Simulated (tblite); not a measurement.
A tight-binding relaxation on `C[C@@H](C[O])OC(F)(F)F` [radical].

Computed with GFN2-xTB geometry optimisation, gas phase (tblite 0.8.0). Start geometry: from a force field or distance geometry. The command runs a driver script over a list of jobs; the input below is this job's line of settings and its coordinates in Å.

Command:
```bash
OMP_NUM_THREADS=1 python probes_run.py task.json out
```

Input:
```
{"job": {"kind": "relax", "xc": "GFN2-xTB", "basis": "xTB"}, "charge": 0, "multiplicity": 2}
C     -1.109300     1.302900     0.058200
C     -0.295600     0.042200     0.021100
C     -1.073700    -1.156300    -0.520000
O     -0.280100    -2.303000    -0.541500
O      0.936300     0.177900    -0.583900
C      2.008500    -0.025600     0.252100
F      3.168100     0.151500    -0.502800
F      2.105600     0.812600     1.326300
F      1.991400    -1.367400     0.602900
H     -0.590300     2.087500     0.615300
H     -2.092100     1.087900     0.590600
H     -1.335900     1.652000    -0.977600
H     -0.089500    -0.215700     1.115300
H     -1.355700    -0.958600    -1.569700
H     -1.992200    -1.280000     0.091900
```

Output:
```
step      E/eV     max force
  0    -921.14322    2.834
  1    -921.66646    1.268
  2    -921.76184    0.745
  3    -921.80527    0.543
  4    -921.83430    0.306
  5    -921.84205    0.229
  6    -921.85198    0.282
  7    -921.85876    0.262
  8    -921.86598    0.231
  9    -921.87034    0.219
... (129 lines left out)
139    -922.05189    0.018
140    -922.05195    0.024
141    -922.05203    0.026
142    -922.05211    0.023
143    -922.05218    0.018
144    -922.05223    0.018
145    -922.05227    0.017
146    -922.05231    0.017
147    -922.05235    0.013
148    -922.05238    0.008
```

«max force» is the largest atomic force in eV/Å.

Problem. From which step on does the largest force stay under 0.1 eV/Å, and how much energy is left to gain from there?

Solution. From step 118 (0.084 eV/Å), 3.7 meV above the end.

Main results: energy lowered by 21.0 kcal/mol over 148 steps; largest atomic force 0.008 eV/Å at the end.

Problem. Where do the atoms end?

Solution. 0.994 Å rms from the input after alignment:
```
atom  x, y, z in Å
C1    -1.0160    1.0087    0.5245
C2    -0.2695   -0.2699    0.1683
C3    -1.1665   -1.2059   -0.6715
O4    -2.2894   -1.5754   -0.1313
O5     0.8958   -0.0105   -0.6592
C6     2.0051    0.3358   -0.0416
F7     2.9849    0.4528   -0.9301
F8     1.9368    1.5053    0.6192
F9     2.4144   -0.5591    0.8786
H10   -0.4819    1.5941    1.2675
H11   -1.9868    0.7227    0.9224
H12   -1.1597    1.6142   -0.3674
H13    0.0439   -0.7987    1.0765
H14   -0.5690   -2.0896   -1.0132
H15   -1.3466   -0.7166   -1.6646
```

On one thread of an Arm Neoverse V2 (shared host), this took 0.72 s.
Labels such as C1 count atoms from 1, the log's own numbers from 0.
